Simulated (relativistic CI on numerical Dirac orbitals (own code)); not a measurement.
## Hyperfine structure of Au XLVII, mass number 197

Method of calculation: Dirac-Coulomb-Breit CI, KLI orbitals optimised for each configuration, a model potential for QED, unscaled Slater integrals (own radial code, finite nucleus).

Configurations in the expansion (outside the closed core [Ar] 3d10): 4s2 4p3, 4s 4p4, 4s2 4p2 4d, 4p5, 4s 4p3 4d, 4s2 4p2 4f, 4s 4p3 4f, 4p4 4d, 4s 4p2 4d2, 4s2 4p 4d 4f, 4p4 4f, 4s2 4p 4d2, 4s2 4d3, 4s 4p 4d3, 4s2 4d2 4f, 4s 4p 4d2 4f, 4p3 4d2, 4p2 4d3, 4p2 4d2 4f. Double excitations out of closed p, d and f shells are left out; levels of such configurations are missing from the list, as are those of other unlisted configurations, and high levels can miss mixing partners.

Nuclear spin I = 3/2, μ = 0.1452 μN, Q = 0.547 b (tables of Stone and Pyykkö). The electronic factors are computed for point nuclear moments, without core polarisation or the Bohr-Weisskopf and QED corrections.

| Level | E (cm⁻¹) | A (GHz) | B (GHz) |
| --- | --- | --- | --- |
| 4s2 4p3 2D°_5/2 | 1083782 | 20.58 | -0.113 |
| 4s2 4p3 2P°_1/2 | 1147684 | 72.87 |  |
| 4s 4p4 4P_5/2 | 1941071 | 46.47 | 26.9 |
| 4s 4p4 2S_1/2 | 2071146 | 211.2 |  |
| 4s2 4p3 2P°_3/2 | 2190772 | 7.676 | -89.7 |
| 4s2 4p2 4d 4D_1/2 | 2417635 | 29.23 |  |

Levels with J = 0, under 50 % of one LS term, or S terms without an open s electron are left out. Small factors come from cancelling terms and can be off by tens of per cent or more.

At this charge energies of transitions that change n are usually good to better than 1 %, and those within a shell (Δn = 0) to a few per cent.

Q: Give the hyperfine levels of 4s2 4p3 2P°_1/2 relative to its centre of gravity.

A: With K = F(F + 1) − I(I + 1) − J(J + 1), E = AK/2: F = 1: -91.09, F = 2: 54.66 GHz.

LS names give the leading component of a level, which can be under half, so a name can repeat, a term be missing and a line seem to break the LS rules.
